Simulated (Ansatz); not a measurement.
`[AlH2][C@H]1[SiH2][Si@@H]1S` + `C=C=N` → `C=C=[N][AlH2]` + `S[SiH]1C[SiH2]1`  (ligand exchange at the Al–C bond)

Computed with Ansatz on PBE0-D4/def2-TZVP structures; ΔE is electronic, products minus reactants. CBS: MP2 limit from def2 TZ/QZ plus the TZ coupled-cluster correction, frozen cores. This one scheme is used for every species. Functionals use def2-TZVPP. One conformer a species, not always the lowest.

`[AlH2][C@H]1[SiH2][Si@@H]1S`:

```xyz
12

Al    0.816    0.278    2.038
C     0.177    0.616    0.253
Si    1.015   -0.296   -1.191
Si   -1.013   -0.713   -0.372
S    -2.822   -0.135   -1.337
H     0.866    1.450    3.106
H     1.267   -1.196    2.417
H    -0.083    1.666    0.112
H     1.088    0.487   -2.449
H     2.281   -1.020   -0.917
H    -1.379   -1.782    0.588
H    -2.213    0.644   -2.248
```

`C=C=N`:

Cartesian coordinates in Å:
```
C -0.727 0.357 -0.535
C 0.309 -0.170 0.061
N 1.311 -0.693 0.510
H -1.622 -0.230 -0.690
H -0.699 1.386 -0.867
H 1.427 -0.649 1.520
```

`C=C=[N][AlH2]`:

```xyz
8

C     1.108   -1.779    0.349
C     0.423   -0.679    0.133
N    -0.201    0.323   -0.064
Al   -1.123    1.803   -0.353
H     1.579   -1.944    1.307
H     1.202   -2.521   -0.432
H    -1.211    2.830    0.838
H    -1.777    1.967   -1.778
```

`S[SiH]1C[SiH2]1`:

Z-matrix (Å, degrees):
```
Si
C 1 1.892
Si 1 2.244 2 53.9
S 1 2.126 2 117.4 3 -106.4
H 1 1.482 2 115.5 3 113.6
H 2 1.089 1 116.9 3 -112.0
H 2 1.088 1 117.2 3 111.5
H 3 1.482 1 122.0 2 101.0
H 3 1.481 1 121.3 2 -101.3
H 4 1.346 1 95.6 2 -77.1
```

```tsv
level	ΔE (kJ/mol)
ωB97X-V	-79.6
MP2/def2-TZVPP	-80.7
MP2/def2-QZVPP	-80.0
MP2/CBS(def2)	-79.3
```

(1) What does CCSD(T)/CBS give? (An estimate is asked.)

Largest T1 diagnostic among the species: 0.015.

Results:

(1) Computed: -75.4 kJ/mol. The listed levels differ from it by -4.2, -5.3, -4.6, -3.9 kJ/mol.

The D4 term adds +7.1 kJ/mol with B3LYP and +4.0 kJ/mol with PBE0; it sums over pairs of atoms, weighted by their polarisabilities, and B3LYP, whose exchange is more repulsive, gets the larger term. In def2-TZVPP, CCSD(T) changes the Hartree–Fock value by +23.1 kJ/mol (the triples alone add +3.5 kJ/mol) and MP2 by +19.1 kJ/mol.

B3LYP here is the variant with VWN-RPA as its local correlation; programs differ in this.
